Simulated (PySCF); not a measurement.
Computed IR spectrum (relative IR intensity) of a molecule C4H10BN. Geometry optimised at B3LYP-D3(BJ)/def2-SVP. The values are those of a single conformer. Level of theory: PySCF with B3LYP-D3(BJ)/def2-SVP. No scaling factor is applied to the harmonic values.

| ν (cm⁻¹) | relative intensity |
|---|---|
| 424 | 2.8 |
| 532 | 2.4 |
| 610 | 16 |
| 677 | 18 |
| 699 | 7.1 |
| 892 | 22 |
| 973 | 23 |
| 1017 | 14 |
| 1055 | 5.9 |
| 1065 | 19 |
| 1093 | 4.9 |
| 1143 | 2.7 |
| 1182 | 35 |
| 1325 | 30 |
| 1345 | 48 |
| 1436 | 7.2 |
| 1441 | 9.3 |
| 1445 | 3.0 |
| 1455 | 19 |
| 1470 | 17 |
| 1478 | 4.2 |
| 1553 | 100 |
| 1683 | 11 |
| 3002 | 52 |
| 3010 | 6.5 |
| 3061 | 27 |
| 3080 | 9.0 |
| 3094 | 24 |
| 3097 | 18 |
| 3114 | 7.3 |
| 3146 | 5.7 |
| 3197 | 15 |
| 3580 | 7.8 |

Q: Pick the molecule that these values belong to.
A) CNB1CCC1
B) C=CCB(C)N
C) C=CB(C)NC
D) C=CB(N)CC

A: C, C=CB(C)NC
